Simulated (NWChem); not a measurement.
Molecule: C3H7FSi; SMILES [SiH]1(F)CCC1

```xyz
12

F     -0.2647    -2.0489     0.0000
Si     0.4311    -0.5840     0.0000
C     -0.1784     0.7259     1.2124
C     -0.1051     1.7225     0.0000
C     -0.1784     0.7259    -1.2124
H      1.9038    -0.8169     0.0000
H      0.3969     1.0034     2.0993
H     -1.2193     0.5565     1.5117
H     -0.8948     2.4816     0.0000
H      0.8554     2.2498     0.0000
H     -1.2193     0.5565    -1.5117
H      0.3969     1.0034    -2.0993
```
Atoms are numbered in this order, from 1.

All runs use the structure optimised with B3LYP/6-31G* (spherical d).

**Question.** Give the principal values of the shielding tensors (ppm) of F1, Si2, C3, C4 from BHandHLYP/pcSseg-1, GIAO (NWChem), with their diamagnetic and paramagnetic parts as GIAO splits them.

**Answer.** 
```csv
atom,σ11,σ22,σ33,isotropic,diamagnetic,paramagnetic
F1,287.0,369.5,384.5,347.0,474.0,-126.9
Si2,329.3,335.3,380.7,348.4,877.2,-528.8
C3,129.2,175.0,184.7,163.0,252.1,-89.1
C4,164.6,166.6,183.2,171.4,249.1,-77.6
```
